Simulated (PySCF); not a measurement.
# Spinor energies of Pr³⁺ (praseodymium, charge +3)

Start: [Xe] 4f2; 4f5/2 filled at m_j = +3/2, +5/2. Calculated with PySCF 2.14 in x2c-TZVPPall-2c: generalised Hartree-Fock with the X2C-1e Hamiltonian and a Gaussian nucleus; one run each with spin-orbit coupling (SO) switched off, then screened by Boettger's factors.

```csv
spinor shell,electrons,"ε, spin-free (eV)","ε, screened SO (eV)",weight of nominal j (screened SO),"rms radius, screened SO (bohr)"
1s1/2,2,-42223.7,-42217.6,1.000,0.0275
2s1/2,2,-6930.4,-6928.5,1.000,0.111
2p1/2,2,-6197.7,-6535.4,1.000,0.0958
2p3/2,4,-6197.7,-6049.4,1.000,0.102
3s1/2,2,-1567.2,-1566.6,1.000,0.290
3p1/2,2,-1329.9,-1398.5,1.000,0.282
3d3/2,4,-996.55,-1009.2,0.999,0.266
3d5/2,6,-996.55,-987.45,1.000,0.269
4s1/2,2,-356.60,-356.38,1.000,0.660
4p1/2,2,-276.09,-291.78,0.994,0.682
4p3/2,4,-276.09,-268.96,0.997,0.709
4d3/2,4,-157.46,-161.70,0.896,0.775
4d5/2,6,-157.46,-154.42,0.931,0.783
5s1/2,2,-75.822,-75.780,1.000,1.58
5p1/2,2,-52.824,-55.435,0.967,1.74
5p3/2,4,-52.824,-51.636,0.983,1.82
4f5/2,2,-40.605,-40.679,0.903,1.08
```

Q: Where does 3p3/2 lie, and what is the 3p spin-orbit splitting (screened SO)?

A: At -1299.4 eV, 99.140 eV above 3p1/2.

| quantity | spin-free | screened SO |
| --- | --- | --- |
| E (hartree) | -9229.84755 | -9234.16794 |
| M_J | 4 | 4 |
| ⟨J²⟩ | 22.011 | 20.875 |
| ⟨L²⟩ | 30.010 | 29.719 |
| ⟨S²⟩ | 2.001 | 1.979 |

The determinant has a definite M_J but mixes levels of different J.

Each row is a mean over spinors that exchange with the open shell spreads, by up to 8.980 eV (4d3/2).

Rows whose weight is well below 1 are mixtures of j = l ± 1/2: exchange outweighs spin-orbit coupling there, and the label is only the starting occupation.

Breit and QED terms are absent; they matter most for the inner s and p1/2 levels.

Densities and radii are taken from the X2C orbitals without a picture-change correction, which distorts them close to the nucleus.

Without spin-orbit coupling the j labels of p, d and f shells carry no meaning; the spin-free column gives the mean over the occupied spinors of each nl shell, and its ⟨J²⟩ belongs to a mixture of degenerate components.
